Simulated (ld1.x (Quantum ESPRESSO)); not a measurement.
Transferability test, ultrasoft potential for bismuth

ld1.x (Quantum ESPRESSO) 7.5 input, shortened:

```
&input
   title='Bi', zed=83., rel=2, dft='PZ', iswitch=3,
   config='[Xe] 4f14 5d10 6s2 6p3', rel_dist='average'
 /
 &inputp
   pseudotype=3, tm=.true., lloc=-1, rcloc=1.60,
   nlcc=.false.
 /
4
6S  1  0   2.00   0.00  2.00  2.15  0.0
6S  1  0   0.00  -0.40  2.00  2.15  0.0
6P  2  1   3.00   0.00  1.95  2.30  0.0
6P  2  1   0.00   0.45  1.95  2.30  0.0
 &test
   configts(1)='6s2 6p3'
 /
```

Open shells are filled in proportion to 2j + 1 (rel_dist='average').

Energies are relative to the spin-unpolarised reference configuration 6s2 6p3; without spin polarisation the order of configurations can differ from experiment. Not all tests gave a result: test run stopped at test 7 of 7 (negative rho).

```csv
valence configuration,charge,ΔE all-electron (eV),error AE − PS (meV)
6s2 6p2,+1,8.305,+4.4
6s2 6p0,+3,47.985,+127
6s2 6p2.5,+0.5,3.281,+0.8
6s0 6p5,0,20.232,+87
6s2 6p3.3,-0.3,-1.195,+0.2
```

**Question.** What are ΔE and the potential's error for 6s2 6p1?

**Answer.** ΔE = 24.051 eV all-electron; the error (AE − PS) is +30 meV.

Note: ghost states, extra bound levels that the all-electron valence spectrum of the same l lacks: s at -87.9 eV, d at -15.7 eV. A true bound ghost makes a file unfit for plane-wave use.
